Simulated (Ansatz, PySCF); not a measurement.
Caution: the highest occupied level lies above zero, so the state may not be bound. This triplet is an excited state, 0.53 eV above the relaxed singlet at the level composite: frozen-core CCSD(T) with HF/aug-cc-pVQZ and the correlation energy extrapolated as X^-3 from aug-cc-pVTZ and aug-cc-pVQZ, plus CCSDT(Q) minus CCSD(T) in aug-cc-pVDZ // PBE0-D3(BJ)/def2-TZVPD (Ansatz, a program for electronic structure).

# HBCl, SMILES `[BH-]Cl` (excited triplet) (charge -1, multiplicity 3)

Method: PBE0-D3(BJ)/def2-TZVPD run with PySCF 2.14.0.

```
Item                                                           Result
-----------------------------  --------------------------------------
highest occupied spin orbital                                 1.73 eV
total energy                                             -13209.35 eV
cost                           about 19 core-seconds (a rough figure)
```

```xyz
3

B     -0.2796     0.4615     0.0000
Cl     1.4679    -0.1302     0.0000
H     -1.1883    -0.3313     0.0000
```
Charge -1, spin multiplicity 3.
